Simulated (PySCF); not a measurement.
Gas-phase equilibrium of 1 mol NaCl, 69 mol H2O at 1000 K and 0.00133 bar, among 21 species (ClO, O2, HCl, O, HO2, H2O, H, HOCl, Na, H2O2, O3, Na2, H2, Na2(OH)2, NaCl, NaOH, Cl, Cl2, Na2O, Na2Cl2, OH). Only gases are allowed; each row takes one source of thermochemistry for all species, and Cantera finds the minimum.

Computed with PySCF and rigid-rotor harmonic-oscillator thermochemistry at 1 bar. 'Table' is the NASA 1993 thermochemical table (part measured, part estimated). † marks an energy on the PBE0/def2-TZVP geometry and frequencies. The species in the table below are closed-shell singlets. The harmonic model lacks anharmonicity and excited electronic states, which grow with temperature; levels with a mode under 35 cm⁻¹ are left out. Soft modes under 120 cm⁻¹ make the harmonic entropy rough for Na2Cl2. The table's entry may be an old estimate for Na2Cl2 (not checked at source).

Molecules larger than those listed are left out. Table species left out: NaH, NaO.

With table thermochemistry: H2O 0.99, NaCl 0.012, Na2Cl2 0.0012, H2 2.2e-6, HCl 3.9e-5.

Task: How far does the composition move with the other sources (BLYP/def2-TZVP†, PBE/def2-TZVP†, r2SCAN/def2-TZVP†, ωB97X-V/def2-TZVP†)?

Result: 
```
thermochemistry     x H2O  x NaCl  x Na2Cl2    x H2   x HCl
------------------  -----  ------  --------  ------  ------
table                0.99   0.012    0.0012  2.2e-6  3.9e-5
BLYP/def2-TZVP†      0.99   0.014   0.00033  8.4e-5  8.0e-5
PBE/def2-TZVP†       0.99   0.013   0.00082  3.8e-5  6.0e-5
r2SCAN/def2-TZVP†    0.99   0.011    0.0017  3.9e-5  3.7e-5
ωB97X-V/def2-TZVP†   0.99   0.010    0.0019  2.2e-5  3.5e-5
```
The most sensitive of these is H2: it spans a factor of 10^1.6 over these rows; at this temperature one factor of ten is RT ln 10 = 19 kJ/mol.
